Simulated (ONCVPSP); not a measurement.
Before and after: ONCV potential for Cu

copper, optimised norm-conserving Vanderbilt (ONCV), made with ONCVPSP 4.0.1 (PW91, scalar-relativistic). Core [Ne] 3s2, reference 3p6 3d10 4s1. Waves: 4s: rc 2.30 bohr, ncon 4, nbas 7, qcut 3.4 1/bohr, 2 projectors, debl 2.7 Ha; 3p: rc 1.15 bohr, ncon 4, nbas 8, qcut 11.5 1/bohr, 2 projectors, debl 2.8 Ha; 3d: rc 0.95 bohr, ncon 4, nbas 9, qcut 16.1 1/bohr, 3 projectors, debl 0.9 Ha. Local part: polynomial inside 0.65 bohr (lpopt 5, dvloc0 0 Ha). Core correction: polynomial model core, fcfact 0.7.

Change: d: qcut 18.

Cutoffs: the cutoffs (Ha) at which the residual kinetic energy of the hardest occupied pseudo-wave falls to 1 and 0.1 mHa per electron; they do not see the model core or the augmentation charge, which bear on the density cutoff. Errors are all-electron minus pseudo energies relative to the spin-unpolarised reference configuration.

Task: Predict the effect on cutoff, ghosts and configuration errors.

Result: The potential gets harder (103 Ha and 117 Ha → 116 Ha and 134 Ha); both files keep a bound ghost (s); the number of tests with a reliable result goes from 3 to 2. The waves are optimised to have the least kinetic energy above qcut, so the cutoff follows it (qcut²/2 in Ha).

| quantity | base | changed |
| --- | --- | --- |
| cutoff, loose | 103 Ha | 116 Ha |
| cutoff, tight | 117 Ha | 134 Ha |
| loose cutoff by channel | s 4.8 Ha, p 46 Ha, d 103 Ha | s 4.8 Ha, p 46 Ha, d 116 Ha |
| bound ghosts | s | s |
| GHOST(+) flags under 300 eV | none | none |
| tests with a reliable result | 3 of 4 | 2 of 4 |
| error for 3p6 3d10 4s0, meV [ΔE 8.20 eV] | -11 | -12 |
| error for 3p6 3d9 4s0, meV [ΔE 29.64 eV] | -2.8 | -2.6 |
| s: phases at 2.33 bohr within 0.05 rad from the reference energy up to (Ha; the scan ends near 5) | to the end of the scan | to the end of the scan |
| p: phases at 1.16 bohr within 0.05 rad from the reference energy up to (Ha; the scan ends near 5) | to the end of the scan | to the end of the scan |
| d: phases at 0.96 bohr within 0.05 rad from the reference energy up to (Ha; the scan ends near 5) | to the end of the scan | to the end of the scan |
| rms error of d²Exc/dni dnj with the model core, mHa | 0.98 | 0.94 |

 A true bound ghost makes a file unfit for plane-wave use even where its test errors are small: the radial tests pick states by their node count and pass the ghost by.
